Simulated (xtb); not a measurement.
CH7BN2O, SMILES OB(NC)N. All values are semi-empirical tight-binding results from xtb (GFN2-xTB unless named), good for trends rather than for accurate numbers. Geometry: GFN2-xTB. The structure was generated by enumeration, and PubChem lists no compound with its InChIKey, so it may never have been made. The values are those of a single conformer.

Computed properties:
* **orbital gap**: 7.17 eV
* **dipole moment**: 1.71 D
* **zero-point energy**: 60.6 kcal/mol
* **G − E(el) at 298.15 K (modified RRHO)**: 41.6 kcal/mol
* **static polarisability (D4 model)**: 51.0 bohr³
* **solvation energy, GFN2-xTB/ALPB(water)**: -6.7 kcal/mol
* **solvation energy, GFN2-xTB/ALPB(dmf)**: -8.9 kcal/mol

Computed IR lines (harmonic; lines under 4 % of the strongest left out, lines within 3 cm⁻¹ merged):
ν (cm⁻¹): 224 (m), 242 (w), 411 (w), 454 (w), 495 (m), 527 (vs), 793 (w), 971 (m), 1071 (w), 1132 (m), 1247 (vs), 1375 (s), 1416 (m), 1450 (s), 1528 (s), 2888 (m), 2937 (m), 3035 (w) (against the strongest line: vs over 80 %, s over 45 %, m over 15 %, w over 4 %, vw less)
